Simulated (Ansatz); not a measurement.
Born–Oppenheimer molecular dynamics of ClFH4W (7 atoms, charge 0, multiplicity 1). It goes on from the last frame of an earlier run, with new velocities.

Computed with RKS revPBE/def2-SVP (Ansatz 0.2.0).

```json
{"ensemble": "NVT, Langevin thermostat", "time step": "0.5 fs", "steps asked": "100", "set temperature": "400 K", "friction": "0.05 /fs", "seed": "751097"}
```

First frame:

```xyz
7
Properties=species:S:1:pos:R:3
W 0.367 0.003 0.353
F -0.338 0.005 2.118
Cl 2.518 -0.013 -0.442
H -0.895 1.241 0.090
H -1.176 -0.229 -0.308
H -0.389 -1.410 -0.182
H -0.011 0.164 -1.296
```

(1) How far do the bonds stretch over the last three quarters of this one trajectory? (Pairs bonded in most of those frames.)

## Answers

(1) 
```tsv
bond	mean (Å)	spread (Å)	shortest	longest
W1–F2	1.884	0.020	1.84	1.91
W1–Cl3	2.288	0.042	2.22	2.33
W1–H4	1.674	0.037	1.62	1.75
W1–H5	1.698	0.055	1.61	1.79
W1–H6	1.705	0.033	1.64	1.75
W1–H7	1.697	0.025	1.66	1.76
```

Mean temperature of the second half: 419 K. A run of 0.05 ps of so small a system gives no equilibrium averages.

Time of the run: 5.2 min on 1 thread of Arm Neoverse V1, on a shared host, peak memory 0.15 GiB.
